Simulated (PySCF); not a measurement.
Sb(Me)2 (C₂H₆Sb), SMILES [CH3][Sb+][CH3] (connectivity only; charge and spin as stated), charge +1, multiplicity 1.

The structure is a stationary point at B3LYP-D3(BJ)/def2-SVP. The spin state was assumed, not searched. The isomer is the one that the SMILES or the coordinates give; other isomers of the formula were not compared. The def2 effective core potentials stand for the cores of Sb; spin–orbit coupling is left out.

Computed with B3LYP-D3(BJ)/def2-SVP (PySCF).

Frequencies are harmonic and unscaled.

```tsv
mode	ν (cm⁻¹)	IR (km/mol)	Raman (Å⁴/amu)	depolarisation	moving atoms (share of kinetic energy)
1	63	0.6	0.0	–	H 93 %
2	83	0.5	1.1	0.66	H 98 %
3	188	0.4	4.6	0.73	C 57 %, H 34 %, Sb 9 %
4	513	14.1	13.9	0.75	C 64 %, H 26 %, Sb 10 %
5	522	6.8	31.9	0.13	C 71 %, H 19 %, Sb 9 %
6	596	1.6	4.5	0.75	H 78 %, C 20 %
7	644	0.1	4.1	0.25	H 83 %, C 16 %
8	750	3.5	0.4	0.75	H 87 %, C 13 %
9	853	22.5	3.0	0.64	H 79 %, C 20 %
10	1215	5.8	0.5	0.75	H 85 %, C 15 %
11	1227	11.7	1.7	0.20	H 85 %, C 15 %
12	1378	9.9	6.8	0.75	H 95 %
13	1380	8.8	24.9	0.73	H 95 %
14	1404	5.3	18.9	0.69	H 94 %
15	1406	46.3	0.2	0.75	H 95 %
16	2996	31.9	29.5	0.75	H 97 %
17	3001	15.2	287.8	0.01	H 97 %
18	3103	0.0	76.3	0.37	H 92 %, C 8 %
19	3105	5.0	61.6	0.75	H 92 %, C 8 %
20	3176	13.9	127.5	0.69	H 90 %, C 10 %
21	3176	3.6	33.2	0.75	H 90 %, C 10 %
```
